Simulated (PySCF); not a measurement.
Compound: C₃H₅O₂Si (charge -1).
SMILES with atom numbers: `[O:1]=[C:2]([SiH3:3])/[CH:4]=[CH:5]/[O-:6]` (hydrogens: H7, H8, H9 on Si3; H10 on C4; H11 on C5)

A GFN2-xTB structure was refined with PBE0-D3(BJ)/def2-TZVP geometry optimisation, gas phase (PySCF 2.14.0). Its GFN2-xTB values:

```tsv
coordinate	GFN2-xTB
O1=C2	1.253 Å
C2–Si3	1.917 Å
C2–C4	1.399 Å
Si3–H7	1.472 Å
C4=C5	1.389 Å
C4–H10	1.085 Å
C5–O6	1.237 Å
C5–H11	1.127 Å
O1–C2–Si3	115.2°
O1–C2–C4	124.3°
C2–C4–C5	123.3°
Si3–C2–C4	120.5°
C4–C5–O6	129.2°
```

**Question.** How do these coordinates change at the PBE0-D3(BJ)/def2-TZVP level?

**Answer.** 
```tsv
coordinate	PBE0-D3(BJ)/def2-TZVP (Å or °)	change
Si3–H7	1.499	+0.027
C2–Si3	1.938	+0.021
C4=C5	1.405	+0.016
O1=C2	1.245	-0.008
C5–O6	1.234	-0.003
C4–H10	1.088	+0.003
C5–H11	1.124	-0.003
C2–C4	1.402	+0.003
O1–C2–C4	127.0	+2.7
O1–C2–Si3	113.6	-1.6
C2–C4–C5	122.1	-1.2
Si3–C2–C4	119.4	-1.1
C4–C5–O6	128.9	-0.3
```

The energy falls by 3.7 kJ/mol over 6 energy and gradient evaluations, the largest force component goes from 0.0139 to 2.4e-04 Eh/bohr, and the atoms move by 0.031 Å rms after alignment. Among the bonds, Si3–H7 and Si3–H8 change most and about equally (+0.027 Å). Bonds longer at the end by more than 0.005 Å: 5 of 10; shorter: 1. Rotational constants go from 4786, 1786, 1320 to 4737, 1798, 1323 MHz.

The run used 222 basis functions and 45 SCF cycles in all.

No frequency check. One conformer (not necessarily the lowest) at the PBE0-D3(BJ)/def2-TZVP geometry, without solvent, vibrations or thermal averaging.

The values belong to the conformer `[O:1]=[C:2]([SiH3:3])/[CH:4]=[CH:5]/[O-:6]`: O1–C2–C4–C5 180°.
